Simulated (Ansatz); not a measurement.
Match the barriers

Saddle point of Si$_{2}$H$_{4}$Cl$_{2}$OF$_{2}$, singlet (Si₂H₃ClOF₂ ([F][Si]([F])([Cl])[O][SiH3]) + HCl → SiCl₂F₂ ([F][Si]([F])([Cl])[Cl]) + SiH₄O ([OH][SiH3]); bonds formed: Si1–Cl8, O2–H7; bonds broken: Si1–O2, H7–Cl8), PBE0-D4/def2-TZVP structure:

Si1  (-0.461, 0.522, 1.208)
O2  (0.223, 0.245, -0.356)
Si3  (0.266, -1.148, -1.349)
F4  (-1.052, -0.974, 1.263)
F5  (-1.805, 1.336, 1.281)
Cl6  (0.742, 0.496, 2.826)
H7  (0.614, 1.284, -0.474)
Cl8  (0.600, 2.656, 0.428)
H9  (1.045, -0.701, -2.522)
H10  (-1.122, -1.498, -1.706)
H11  (0.951, -2.217, -0.599)
(Å)

Program: Ansatz 0.2.0. Basis: def2-TZVPP, with def2-QZVPP for the basis limit. Cores are frozen in the correlated methods. Extrapolation: Hartree–Fock as exp(−7.88 √X), correlation as X^−2.97. Four methods, as single points on the PBE0-D4 structures, gave these electronic barriers from the start structure: 22.12, 24.41, 32.09, 43.43 kcal/mol.

**Question.** The methods were, in alphabetical order, BHLYP-D4, HF, PBE-D4, r2SCAN-D4. Which gave which? (Judge from chemistry; the calculation decides.)

**Answer.** Computed: PBE-D4 22.12; r2SCAN-D4 24.41; BHLYP-D4 32.09; HF 43.43 kcal/mol. For comparison, CCSD(T) at an estimated basis limit (MP2 extrapolated from triple and quadruple zeta, plus CCSD(T) − MP2 in triple zeta) gives 28.81 kcal/mol.

The T1 diagnostic stays at or below 0.012.

Hydrogen chloride, the by-product of chloride precursors, can attack films and sites by steps of this kind. Here a small cluster stands in for the surface site.

Labels in which every atom is bracketed show which atoms are joined, not bond orders.

For scale, one of the runs: CCSD(T)/def2-TZVPP, 317 basis functions, launched by `ansatz run in.yaml --threads 4 --pin off --events-out ev --progress --plain --max-ram 66560MiB --backend cuda --devices 0, --max-vram 37GiB`. Hardware: 4 CPU threads of an AMD EPYC 7R13 and a share of one NVIDIA H100, shared host. Wall time 8 s; peak host memory 0.84 GiB.
